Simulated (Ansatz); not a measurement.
Si2H6O2, closed shell: a saddle search.

in.yaml

```yaml
crystal:
  periodic: [false, false, false]
  atoms:
    - {symbol: Si, position_ang: [-0.678700, -0.024800, -0.486400]}
    - {symbol: O, position_ang: [0.660900, 1.109100, -1.240800]}
    - {symbol: O, position_ang: [-0.431000, -0.832200, -1.804800]}
    - {symbol: H, position_ang: [0.411500, 0.192300, -1.985800]}
    - {symbol: H, position_ang: [-1.832400, 0.882900, -0.451700]}
    - {symbol: Si, position_ang: [0.202100, -0.711300, 1.512700]}
    - {symbol: H, position_ang: [0.475200, 1.995900, -1.553100]}
    - {symbol: H, position_ang: [0.632700, 0.425600, 2.338300]}
    - {symbol: H, position_ang: [-0.808600, -1.446900, 2.285000]}
    - {symbol: H, position_ang: [1.368200, -1.590400, 1.386700]}
basis:
  gaussian: {orbitals: def2-SVP}
hamiltonian: {xc: pbe0, dispersion: d4}
saddle:
  max_steps: 30
  mode_guess:
    - [-0.0000, -0.0000, 0.0000]
    - [0.0000, -0.0000, -0.0000]
    - [-0.0000, -0.0000, 0.0000]
    - [0.0000, 0.0000, 0.0000]
    - [0.0000, 0.0000, -0.0000]
    - [-0.0000, 0.0000, 0.0000]
    - [0.0000, -0.0000, -0.0000]
    - [0.0000, 0.0000, 0.0000]
    - [0.0000, -0.0000, 0.0000]
    - [0.0000, 0.0000, -0.0000]
```

Run by:

```bash
ansatz run in.yaml --threads 4 --pin off --events-out ev --progress --plain --max-ram 9574MiB
```

What Ansatz 0.2.0 printed:

```
Error: invalid value for `saddle.mode_guess`: has no component on a free degree of freedom — its frozen components are dropped, and so is its uniform translation along each direction along which no atom is frozen; give the guess a component on an atom that moves relative to the others, or omit it for a random start direction
```

The run took about 0.05 s on 4 CPU threads of an Intel Xeon Platinum 8488C (shared host).


The program refused the input. The guess of the mode is all zeros.